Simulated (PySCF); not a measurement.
## Computed structure and properties of [Nd(BH4)2]+

System: [Nd(BH4)2]+ (singlet in the valence; each metal's 4f electrons, 3 of them, lie in its core potential, out of spins and levels); start: template (C2). Method: PySCF 2.14.0, RKS PBE0, Nd lcecp-1-SVP with ECP49, B def2-SVP, H def2-SVP; non-relativistic Hamiltonian with scalar-relativistic core potentials where named; density fitting; no spin-orbit coupling.

Input of the relaxation:

```python
mol = gto.M(atom='''
Nd    -0.00000     0.00000    -0.18067
B      2.31100     0.00000     0.85363
H      3.40640     0.00000     1.34373
H      1.59090    -0.83350     1.44453
H      2.39650    -0.30510    -0.35557
H      1.80680     1.13860     0.96213
B     -2.31100     0.00000     0.85363
H     -3.40640     0.00000     1.34373
H     -1.59090     0.83350     1.44453
H     -2.39650     0.30510    -0.35557
H     -1.80680    -1.13860     0.96213''',
    basis={'Nd': 'lcecp-1-SVP', 'B': 'def2-SVP', 'H': 'def2-SVP'},
    ecp={'Nd': 'lcecp-1-SVP'},
    charge=1, spin=0)
mf = dft.RKS(mol, xc='PBE0')
mf.grids.atom_grid = (50, 194)  # f atoms: unpruned, at least (60, 302)
mf = mf.density_fit()  # fitting sets: Nd AutoAux, B def2-universal-JKFIT, H def2-universal-JKFIT
mf.conv_tol = 1e-08; mf.max_cycle = 55
mf.kernel(dm0)  # dm0: converged density of the start geometry
# quasi-Newton relaxation in Cartesian coordinates to a largest gradient under 0.00045 Eh/bohr, steps kept in the point group
```

Run from Python with OMP_NUM_THREADS=2; the lines above give its settings. Where DIIS fails, smearing, a level shift and second-order steps follow.
It took 83 s on 2 threads of Arm Neoverse V1, with other jobs on the host, from the converged density of the start.

Course of the relaxation:

```csv
step,energy above end (eV),largest force component within the symmetry (eV/Å)
0,0.5246,1.370
1,0.3830,1.094
2,0.1478,0.302
3,0.1241,0.309
4,0.1094,0.368
5,0.0950,0.342
6,0.0731,0.285
7,0.0369,0.330
16,0.0022,0.098
17,0.0010,0.053
18,0.0004,0.034
19,0.0002,0.025
20,0.0000,0.013
21,0.0000,0.007
```
(The steps between are left out.)

Relaxed geometry (C2):

```xyz
11

Nd    0.0000   -0.0001   -0.4693
B     2.0011    0.0025    0.9104
H     2.9293    0.0243    1.6685
H     1.0727   -0.7860    1.2732
H     2.2648   -0.3144   -0.2776
H     1.3907    1.1161    0.8182
B    -2.0011   -0.0025    0.9105
H    -2.9293   -0.0242    1.6684
H    -1.0727    0.7860    1.2733
H    -2.2647    0.3144   -0.2776
H    -1.3908   -1.1161    0.8183
```

```json
{"contact": "Nd1–H4 (BH4)", "Å": "2.192"}
{"contact": "Nd1–H9 (BH4)", "Å": "2.192"}
```

On the finer grid (75, 302):

```json
{"HOMO": "-13.87 eV", "LUMO": "-7.62 eV", "Dipole about the centre of mass": "4.63 D", "Set of Mulliken populations of Nd1 outside the core potential": "s 2.32, p 6.32, d 1.39, f 0.06", "D3(BJ) dispersion energy (not in the energies)": "-0.183 eV"}
```

```tsv
atom	Mulliken (e)	Löwdin (e)	spin (e)
Nd1	0.91	1.01	0.00
B2	-0.12	-0.23	0.00
H3	0.08	0.03	0.00
H4	0.06	0.08	0.00
H5	-0.01	0.05	0.00
H6	0.03	0.07	0.00
B7	-0.12	-0.23	0.00
H8	0.08	0.03	0.00
H9	0.06	0.08	0.00
H10	-0.01	0.05	0.00
H11	0.03	0.07	0.00
```

The 4f levels lie in the core potential and are missing. Their spin isn't counted.

On the grid (50, 194), as all that follows. Harmonic modes: a minimum; lowest 142 cm⁻¹ (negative: unstable), highest 2706 cm⁻¹, zero-point energy 2.152 eV.

Taking off one BH4 (charge -1, singlet; the rest: singlet) in vacuum, both parts rigid, costs 13.48 eV; the small basis without counterpoise inflates it. Most of it is the attraction of opposite charges; other ways to part are cheaper, and one spin state was tried for the rest.

Rigid scan of BH4 along the line from its metal:

distance to B2 (Å), energy (eV) and a bar:
```
     2.13      1.097 #######
     2.23      0.432 ###
     2.33      0.096 #
     2.43      0.000 
     2.53      0.075 
     2.63      0.268 ##
     2.83      0.861 ######
     3.13      1.932 #############
     3.53      3.277 #####################
     4.03      4.593 ##############################
```

One start shape was tried, so this needn't be the lowest isomer.

An lcecp potential fixes the number of 4f electrons, so in runs with it no electron can move into or out of that shell.
